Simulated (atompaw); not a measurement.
## Ranking PAW (atompaw) potentials for hafnium (Hf)

All share these settings but for the change named:

* Element: Hf
* Generator: atompaw 4.2.0.5
* Type: PAW
* Functional: PBE
* Relativity: scalar-relativistic
* Frozen core: [Xe] 4f14
* Valence charge: 4
* Reference configuration: 5d2 6s2 6p0
* Partial waves: 6s (bound): rc 2.45 bohr; 6s channel at 0.2 Ry: rc 3.00 bohr; 6p (bound, empty): rc 3.00 bohr; 6p channel at 2.95 Ry: rc 3.00 bohr; 5d (bound): rc 3.00 bohr; 5d channel at 2.9 Ry: rc 3.00 bohr; 5f channel at 0.05 Ry: rc 3.00 bohr
* Local potential: bessel scheme, radius 2.40 bohr
* Core correction: smooth core density matched at 2.35 bohr
* Augmentation charge: besselshape compensation charge, radius 2.65 bohr; PAW radius 3.00 bohr; waves and projectors: custom rrkj gramschmidtortho

Cutoff: the first of the cutoffs (Ry, on a coarse ladder) from which the occupation-weighted sum of valence levels, in a spherical-Bessel basis at the reference potential, stays within 10 and 1 mRy of its value at 400 Ry; the density cutoff is not measured.

The base gives 10 Ry.

Of 12 variants that were run, those that failed, showed a ghost or another fault, or gave nearly equal values are left out.

A variant can come out equal or close to the base.

Rank these variants from softest to hardest (loose cutoff).
A. augmentation besselshape compensation charge, radius 2.65 bohr; PAW radius 3.00 bohr; waves and projectors: custom rrkj vanderbiltortho
B. wave 5d (bound): rc 3.00 bohr becomes 5d (bound): rc 1.76 bohr
C. all radii scaled by about 1.09 (s 2.66, p 3.26, d 3.26, f 3.26 bohr); local potential bessel scheme, radius 2.60 bohr; augmentation besselshape compensation charge, radius 2.88 bohr; PAW radius 3.26 bohr; waves and projectors: custom rrkj gramschmidtortho; core correction smooth core density matched at 2.56 bohr

C (8 Ry), A (10 Ry), B (30 Ry).
